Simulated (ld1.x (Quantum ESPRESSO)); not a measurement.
# Tc: excitation energies, all-electron against TM

Tc (Z = 43), norm-conserving Troullier–Martins (Kleinman–Bylander form), made with ld1.x (Quantum ESPRESSO) 7.5 (Wu–Cohen, scalar-relativistic). Core [Kr], reference 4d5 5s2 5p0. Waves: 5p (bound, empty): rc 3.55 bohr; 4d (bound): rc 1.40 bohr; 5s (bound): rc 2.25 bohr. Local part: the s channel. Core correction: none.

Energies are relative to the spin-unpolarised reference configuration 4d5 5s2 5p0; without spin polarisation the order of configurations can differ from experiment.

```tsv
valence configuration	charge	ΔE all-electron (eV)	error AE − PS (meV)
4d5 5s1 5p0	+1	8.207	-10
4d5 5s0 5p0	+2	23.033	-30
4d4 5s0 5p0	+3	51.731	-130
4d6 5s1 5p0	0	-0.904	-82
4d4 5s2 5p1	0	6.616	-109
4d5 5s1 5p1	0	3.837	-0.9
```

What are ΔE and the potential's error for 4d5.5 5s1.5 5p0?

ΔE = -0.613 eV all-electron; the error (AE − PS) is -22 meV.
